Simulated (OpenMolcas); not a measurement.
# OpenMolcas run: Rh6+

Input:

```
&GATEWAY
Coord
1

Rh 0.0 0.0 0.0
Basis=ANO-RCC-VQZP
Group=XYZ
NoMove
AngMom=0.0 0.0 0.0
AMFI
&SEWARD
&RASSCF
FileOrb=start.orb
Symmetry=1
Spin=4
nActEl=3 0 0
Inactive=9 9
Ras2=5 0
CIRoot=10 10 1
SDav=10
CIMx=300
Iter=120 100
PrWF=0.3
OrbListing=Nothing
MaxOrb=0
Atom
>>> COPY $Project.JobIph JOBPRE
&RASSCF
FileOrb=start.orb
Symmetry=1
Spin=4
nActEl=9 2 0
Inactive=9 6
Ras1=0 3
Ras2=5 0
CIRoot=10 10 1
SDav=454
CIMx=300
Iter=120 100
PrWF=0.3
OrbListing=Nothing
MaxOrb=0
Thrs=2.0e-7 1.0e-1 5.0e-4
Atom
>>> COPY $Project.JobIph JOB001
&RASSCF
FileOrb=start.orb
Symmetry=1
Spin=2
nActEl=9 2 0
Inactive=9 6
Ras1=0 3
Ras2=5 0
CIRoot=40 40 1
SDav=787
CIMx=300
Iter=120 100
PrWF=0.3
OrbListing=Nothing
MaxOrb=0
Thrs=2.0e-7 1.0e-1 5.0e-4
Atom
>>> COPY $Project.JobIph JOB002
&RASSI
NrOfJobIphs=2 10 40
1 2 3 4 5 6 7 8 9 10
1 2 3 4 5 6 7 8 9 10 11 12 13 14 15 16 17 18 19 20 21 22 23 24 25 26 27
28 29 30 31 32 33 34 35 36 37 38 39 40
IphNames
JOB001
JOB002
EJob
SpinOrbit
DIPRint=1.0
SOCoupling=1000.0
Subsets=2
MEES
Property=10
'ANGMOM' 1 'ANGMOM' 2 'ANGMOM' 3 'MLTPL  1' 1 'MLTPL  1' 2 'MLTPL  1' 3
'AMFI' 1 'AMFI' 2 'AMFI' 3 'MLTPL  2' 6
SOProperty=3
'ANGMOM' 1 'ANGMOM' 2 'ANGMOM' 3
```

Launched by
```bash
OMP_NUM_THREADS=1 MOLCAS_MEM=1689 MOLCAS_PROJECT=a pymolcas a.inp > a.log  # once for each step of the input, in one work folder
```

A driver script runs the steps one by one and writes start.orb anew before each from the orbitals found so far.

Output, cut to the results:

```
--- SEWARD ---
Basis set label: RH.ANO-RCC...8S7P5D3F2G1H.

      Electronic valence basis set:
      ------------------
      Associated Effective Charge  45.000000 au
      Associated Actual Charge     45.000000 au
      Nuclear Model: Point charge

      Shell  nPrim  nBasis  Cartesian Spherical Contaminant
         s      21       8        X
         p      18       7        X
         d      13       5                 X
         f       6       3                 X
         g       4       2                 X
         h       2       1                 X
                  Relativistic Douglas-Kroll-Hess integrals:
                    - DKH order of Hamiltonian: 2
                    - DKH order of Properties : 0
                  Atomic mean-field integrals
--- RASSCF ---
Wave function specifications:
      -----------------------------

      Number of closed shell electrons          30
      Number of electrons in active shells       9
      Max number of holes in RAS1 space          2
      Max nr of electrons in RAS3 space          0
      Number of inactive orbitals               15
      Number of active orbitals                  8
      Number of secondary orbitals              81
      Spin quantum number                      1.5
      State symmetry                             1
Orbital specifications:
      -----------------------

      Symmetry species                           1   2
                                                ag  au
      Frozen orbitals                            0   0
      Inactive orbitals                          9   6
      Active orbitals                            5   3
      RAS1 orbitals                              0   3
      RAS2 orbitals                              5   0
      RAS3 orbitals                              0   0
      Secondary orbitals                        37  44
      Deleted orbitals                           0   0
      Number of basis functions                 51  53
      Number of CSFs                           454
      Number of root(s) required                10
      Iter CI   SX   CI       RASSCF       Energy    max ROT     max BLB   max BLB  Level Ln srch  Step   QN
          iter iter root      energy       change     param      element    value   shift minimum  type update
 Nr of preliminary CI iterations:   1
      Total energies have been shifted. Add                -4000.00 au
        1   1    7    0  -771.77134011    0.00E+00   1.66E-02   10  19 1  5.77E-03*  0.00   0.00    SX    NO
        2   1    7    0  -771.77172730   -3.87E-04*  7.57E-04    9  17 1 -3.15E-03*  0.00   0.00    SX    NO
        3   1    7    0  -771.77173400   -6.70E-06*  1.93E-04    8  30 1 -6.57E-04*  0.00   0.00    SX    NO
        4   1    6    0  -771.77173455   -5.50E-07*  5.19E-05    8  30 1  2.49E-04   0.00   0.00    SX    NO
        5   1    5    0  -771.77173461   -6.44E-08   1.35E-05    8  30 1 -9.08E-05   0.00   0.74    QN   YES
      Convergence after  5 iterations
        6   1    5    0  -771.77173462   -8.97E-09   1.35E-05    9  17 1 -9.88E-07   0.00   0.74    QN   YES
      Natural orbitals and occupation numbers for root  1
      sym 1:   1.002684   0.135402   0.875166   0.135414   0.875184
      sym 2:   1.992531   1.991587   1.992034
      Natural orbitals and occupation numbers for root  2
      sym 1:   0.162566   1.002678   0.162580   0.848003   0.848021
      sym 2:   1.992080   1.991524   1.992547
      Natural orbitals and occupation numbers for root  3
      sym 1:   0.995572   0.995567   0.015012   0.015013   1.002685
      sym 2:   1.992180   1.991946   1.992026
::    RASSCF root number  1 Total energy:  -4771.79266834
::    RASSCF root number  2 Total energy:  -4771.79266834
::    RASSCF root number  3 Total energy:  -4771.79266834
::    RASSCF root number  4 Total energy:  -4771.79266834
::    RASSCF root number  5 Total energy:  -4771.79266834
::    RASSCF root number  6 Total energy:  -4771.79266834
::    RASSCF root number  7 Total energy:  -4771.79266834
::    RASSCF root number  8 Total energy:  -4771.72288928
::    RASSCF root number  9 Total energy:  -4771.72288928
::    RASSCF root number 10 Total energy:  -4771.72288928
--- RASSCF ---
Wave function specifications:
      -----------------------------

      Number of closed shell electrons          30
      Number of electrons in active shells       9
      Max number of holes in RAS1 space          2
      Max nr of electrons in RAS3 space          0
...
--- RASSI ---
SPIN-FREE ENERGIES:
  (Shifted by EMIN (a.u.) =      -4771.7926683371)

 SF State       Relative EMIN(au)   Rel lowest level(eV)    D:o, cm**(-1)      L_eff

     1             0.0000000000        0.0000000000              0.0000         3.0
     2             0.0000000000        0.0000000000              0.0000         3.0
     3             0.0000000000        0.0000000000              0.0000         3.0
     4             0.0000000000        0.0000000000              0.0000         3.0
     5             0.0000000000        0.0000000000              0.0000         3.0
     6             0.0000000000        0.0000000000              0.0000         3.0
     7             0.0000000000        0.0000000000              0.0000         3.0
     8             0.0697790618        1.8987850014          15314.7339         1.0
     9             0.0697790618        1.8987850014          15314.7339         1.0
    10             0.0697790618        1.8987850014          15314.7339         1.0
    11             0.0811575887        2.2084104917          17812.0319         4.0
    12             0.0811575887        2.2084104917          17812.0319         4.0
    13             0.0811575887        2.2084104917          17812.0319         4.0
    14             0.0811575887        2.2084104917          17812.0319         4.0
    15             0.0811575887        2.2084104917          17812.0319         4.0
    16             0.0811575887        2.2084104917          17812.0319         4.0
    17             0.0811575887        2.2084104917          17812.0319         4.0
    18             0.0811575887        2.2084104917          17812.0319         4.0
    19             0.0811575887        2.2084104917          17812.0319         4.0
    20             0.0961815072        2.6172321415          21109.4008         1.0
    21             0.0961815072        2.6172321415          21109.4008         1.0
...
```

Levels above the lowest, from the spin-orbit matrix, grouped by J:

| Configuration | Term | J | E (cm⁻¹) | Term weight % | Second |
| --- | --- | --- | --- | --- | --- |
| 4d³ | ⁴F | 3/2 | 0.0 | 98 | 2 ²D(1) |
| 4d³ | ⁴F | 5/2 | 1832 | 99 |  |
| 4d³ | ⁴F | 7/2 | 4034 | 99 |  |
| 4d³ | ⁴F | 9/2 | 6409 | 97 | 3 ²G |
| 4d³ | ⁴P | 3/2 | 16957 | 76 | 19 ²P |
| 4d³ | ⁴P | 1/2 | 17262 | 90 | 10 ²P |
| 4d³ | ⁴P | 5/2 | 20099 | 98 | 2 ²D(1) |
| 4d³ | ²G | 7/2 | 20657 | 99 |  |
| 4d³ | ²G | 9/2 | 22053 | 76 | 22 ²H |
| 4d³ | ²D(1) | 3/2 | 23885 | 51 | 27 ²P |
| 4d³ | ²P | 1/2 | 24856 | 90 | 10 ⁴P |
| 4d³ | ²D(1) | 5/2 | 28856 | 97 | 2 ⁴P |
| 4d³ | ²H | 9/2 | 29052 | 78 | 22 ²G |
| 4d³ | ²H | 11/2 | 29495 | 100 |  |
| 4d³ | ²P | 3/2 | 30081 | 54 | 41 ²D(1) |
| 4d³ | ²F | 7/2 | 42555 | 99 |  |
| 4d³ | ²F | 5/2 | 43128 | 98 |  |
| 4d³ | ²D(2) | 5/2 | 62695 | 98 |  |
| 4d³ | ²D(2) | 3/2 | 63557 | 100 |  |

Without dynamic correlation excited terms often stand tens of per cent too high (terms of higher spin than the ground term too low), and those without a measured partner can miss by more than the paired ones. Active for correlation alone: 4p; no level in the range computed is led by a configuration that opens it, so any true level of that kind is missing. Levels of configurations outside the active space are missing. The first state left out of the spin-orbit step lies near 810000 cm-1 above the lowest spin-free state of the reference (among the parities and spins computed), and the list stops at four fifths of that energy or lower.

The term weight is that of the spin-free term in the level, not the purity of its configuration. A number in round brackets counts repeated terms of one configuration in the order of the reference energies.
